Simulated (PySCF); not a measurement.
**Atomic charges by several schemes**

Species: C7H12PSi (charge -1).
Z-matrix (Å and degrees, PBE0-D3(BJ)/def2-SVP geometry), rows numbered from 1:
```
C 
C   1  1.5288
C   2  1.5034  1  113.76
P   3  1.7752  2  123.11  1   -99.05
C   4  1.7488  3   90.17  2   177.52
C   5  1.4102  4  112.94  3     0.30
Si  6  1.8361  5  122.36  4   179.36
C   3  1.3987  2  124.56  1    78.28
C   8  1.5032  3  124.31  2     1.33
H   1  1.1015  2  109.94  3    57.43
H   1  1.1020  2  110.95  3   -60.86
H   1  1.1051  2  112.29  3   178.24
H   2  1.1081  1  108.70  3   123.58
H   2  1.1044  1  108.63  3  -122.02
H   5  1.0948  4  124.27  3   179.32
H   7  1.5135  6  115.88  5   121.47
H   7  1.5053  6  110.69  5     1.62
H   7  1.5143  6  115.99  5  -118.08
H   9  1.1033  8  111.82  3    29.77
H   9  1.1076  8  112.93  3   -90.31
H   9  1.1042  8  111.87  3   149.63
```

Density: PBE0/pcSseg-1 (PySCF); schemes: Mulliken, IAO, Hirshfeld and ESP-fitted. Isolated species at its PBE0-D3(BJ)/def2-SVP geometry (one conformer only). The pcSseg-1 basis has no diffuse functions, a weakness for an anion.

Problem. Which atoms carry the highest charge in the Mulliken, IAO, Hirshfeld and ESP-fitted schemes?

Solution. The schemes don't all agree: Mulliken Si7 (+0.487); IAO Si7 (+0.558); Hirshfeld Si7 (+0.233); ESP-fitted C8 (+0.440).

Problem. For which atoms does the sign change between the 4 schemes (beyond +0.03 e in one, beyond −0.03 e in another)?

Solution. C2, P4, C8 and H13.

Problem. Which atoms carry the lowest charge in the Mulliken, IAO, Hirshfeld and ESP-fitted schemes?

Solution. The schemes don't all agree: Mulliken C3 (-0.488); IAO C5 (-0.424); Hirshfeld P4 (-0.195); ESP-fitted C9 (-0.797).

Problem. Tabulate the Mulliken, IAO, Hirshfeld and ESP-fitted charges.

Solution. In e:

```csv
atom,environment,Mulliken,IAO,Hirshfeld,ESP-fitted
C1,methyl carbon,-0.265,-0.400,-0.128,-0.262
C2,benzylic-type carbon,-0.170,-0.235,-0.083,+0.321
C3,substituted aromatic carbon,-0.488,-0.278,-0.111,-0.306
P4,phosphorus bonded to 2 C,+0.143,+0.028,-0.195,-0.475
C5,aromatic CH carbon,-0.392,-0.424,-0.183,-0.156
C6,substituted aromatic carbon,-0.326,-0.374,-0.174,-0.416
Si7,SiH3 silicon,+0.487,+0.558,+0.233,+0.347
C8,substituted aromatic carbon,-0.190,-0.063,-0.057,+0.440
C9,benzylic-type carbon,-0.171,-0.404,-0.128,-0.797
H10,methyl hydrogen,+0.103,+0.134,+0.024,+0.072
H11,methyl hydrogen,+0.101,+0.124,+0.025,+0.050
H12,methyl hydrogen,+0.069,+0.104,+0.015,+0.003
H13,methylene hydrogen,+0.090,+0.105,+0.015,-0.093
H14,methylene hydrogen,+0.093,+0.119,+0.017,-0.011
H15,aromatic hydrogen,+0.049,+0.116,+0.003,+0.146
H16,Si–H hydrogen,-0.148,-0.164,-0.118,-0.141
H17,Si–H hydrogen,-0.145,-0.141,-0.105,-0.135
H18,Si–H hydrogen,-0.150,-0.165,-0.118,-0.151
H19,methyl hydrogen,+0.094,+0.120,+0.024,+0.196
H20,methyl hydrogen,+0.106,+0.118,+0.019,+0.183
H21,methyl hydrogen,+0.109,+0.122,+0.023,+0.185
```

Mean size of the charges over all atoms: ESP-fitted 0.233 e, IAO 0.204 e, Mulliken 0.185 e, Hirshfeld 0.086 e. Each set sums to the total charge, -1, to within 0.001 e. The Hirshfeld scheme weights the molecular density at each point by an atom's share of the summed free-atom densities. The ESP scheme fits charges at the nuclei, held to the total charge, to the electrostatic potential on points at 1.4 to 2.0 times the van der Waals radii.

Problem. How many electrons does the Mulliken scheme count on C3?

Solution. Z − q = 6 − (-0.488) = 6.488.

Problem. How closely do the schemes follow one another over all atoms?

Solution. Correlation coefficient and root-mean-square difference: Mulliken with IAO 0.93, 0.090 e; IAO with Hirshfeld 0.89, 0.162 e; Mulliken with Hirshfeld 0.80, 0.152 e; Hirshfeld with ESP-fitted 0.67, 0.238 e; IAO with ESP-fitted 0.62, 0.239 e; Mulliken with ESP-fitted 0.44, 0.277 e.

The run behind these numbers computed NMR shieldings as well. Time: 46 s wall; peak memory 1.1 GiB. Hardware: Arm Neoverse V1, one thread, shared host with 64 logical CPUs at a one-minute load of 18.
